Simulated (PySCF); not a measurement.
# Assigning NMR signals

Molfile (atoms numbered from 1):
```
C6H7FN2Si
     RDKit          3D

 17 16  0  0  0  0  0  0  0  0999 V2000
   -2.4977   -0.1527   -0.5688 C   0  0  0  0  0  0  0  0  0  0  0  0
   -1.5019    0.3646    0.9567 Si  0  0  0  0  0  4  0  0  0  0  0  0
    0.3099    0.6072    0.3743 C   0  0  0  0  0  0  0  0  0  0  0  0
    0.7819    1.9264    0.3487 C   0  0  0  0  0  0  0  0  0  0  0  0
    1.1141    3.0259    0.3467 N   0  0  0  0  0  0  0  0  0  0  0  0
    1.1118   -0.4090   -0.0022 C   0  0  0  0  0  0  0  0  0  0  0  0
    0.6271   -1.7351    0.0277 C   0  0  0  0  0  0  0  0  0  0  0  0
    0.2328   -2.8114    0.0567 N   0  0  0  0  0  0  0  0  0  0  0  0
    2.5408   -0.2393   -0.4504 C   0  0  0  0  0  0  0  0  0  0  0  0
    2.7867   -0.9635   -1.5880 F   0  0  0  0  0  0  0  0  0  0  0  0
   -3.5433   -0.2957   -0.3137 H   0  0  0  0  0  0  0  0  0  0  0  0
   -2.4497    0.5980   -1.3543 H   0  0  0  0  0  0  0  0  0  0  0  0
   -2.1271   -1.0888   -0.9792 H   0  0  0  0  0  0  0  0  0  0  0  0
   -1.9257    1.6563    1.4978 H   0  0  0  0  0  0  0  0  0  0  0  0
   -1.4606   -0.6669    1.9942 H   0  0  0  0  0  0  0  0  0  0  0  0
    3.2316   -0.6137    0.3180 H   0  0  0  0  0  0  0  0  0  0  0  0
    2.7623    0.8099   -0.6742 H   0  0  0  0  0  0  0  0  0  0  0  0
  1  2  1  0
  2  3  1  0
  3  4  1  0
  4  5  3  0
  3  6  2  0
  6  7  1  0
  7  8  3  0
  6  9  1  0
  9 10  1  0
  1 11  1  0
  1 12  1  0
  1 13  1  0
  2 14  1  0
  2 15  1  0
  9 16  1  0
  9 17  1  0
M  END
```

[PySCF: PBE0/pcSseg-1 with gauge-including orbitals; geometry from GFN2-xTB; rapidly exchanging positions averaged; no relativistic terms; one conformer; no solvent]

References, each an isolated molecule treated in the same way: TMS for ¹³C and ¹H.

(1) Assign these signals to the numbered atoms. ¹³C{¹H} NMR (computed): δ 147.6 (C), 138.1 (C), 121.4 (C), 121.1 (C), 86.6 (CH2), -6.8 (CH3).

(2) Assign these signals to the numbered atoms. ¹H NMR (400 MHz, computed): δ 5.65 (m, 2H), 4.68 (q, 2H), 0.64 (t, 3H).

Answers

(1) 
```tsv
δ (ppm)	atoms	environment	reason
147.6	C6	fully substituted alkene carbon	the olefinic region
138.1	C3	fully substituted alkene carbon	–
121.4	C7	nitrile carbon	typical of a nitrile
121.1	C4	nitrile carbon	–
86.6	C9	allylic sp3 CH2 bonded to F	deshielded by the electronegative neighbour
-6.8	C1	methyl carbon bonded to Si	an electropositive neighbour leaves it electron-rich and shielded
```

C7 and C4 lie closer than the usual error of such a calculation, so a measured spectrum could show them in the other order.

(2) 
| δ (ppm) | atoms | environment | reason |
| --- | --- | --- | --- |
| 5.65 | H16/H17 | hydrogen on an allylic sp3 CH2 bonded to F | its carbon carries F, which withdraws density |
| 4.68 | H14/H15 | hydrogen on a silicon bonded to 2 C | – |
| 0.64 | H11/H12/H13 | hydrogen on a methyl carbon bonded to Si | an electropositive neighbour shields it, as in TMS itself |

Splittings by ¹⁹F in the carbon and heteronuclear signals aren't shown, as no couplings were computed. Shifts are as computed. Against solution values, carbons near 30 ppm lie about +3 ppm off and those near 130 ppm about +5 ppm. Of 1309 compounds with measured shifts, 239 miss one by over three times the rms of a fit or turn the order of signals round; such compounds aren't used in these exercises. Multiplicities follow the n + 1 count of equivalent neighbours, as no J values were calculated; m marks all less simple cases, F and P coupling included.
